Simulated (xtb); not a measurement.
hydrogen peroxide (H2O2), singlet, geometry from GFN2-xTB. Base run: xtb 6.7.1 with GFN2-xTB.

Geometry (Å):
```xyz
4

O     -0.0231     0.7100    -0.0126
O      0.0231    -0.7100     0.0126
H      0.9139     0.9425    -0.0326
H     -0.9139    -0.9425     0.0326
```
All else is at xtb's defaults.
Base energy -9.05467 Eh.

Each row names what was changed in the base input (with any setting that the change needs).

```tsv
change	ΔE vs base (mEh)	HOMO-LUMO gap (eV)	SCF cycles
base	0.000	7.58	8
acc = 1000	0.002	7.58	4
etemp = 5000	-0.010	7.58	8
etemp = 3000	0.000	7.58	8
etemp = 10000	[?]	7.58	8
```

**Question.** Some entries are withheld; supply them.

**Answer.** 
- etemp = 10000, ΔE vs base (mEh): -1.622
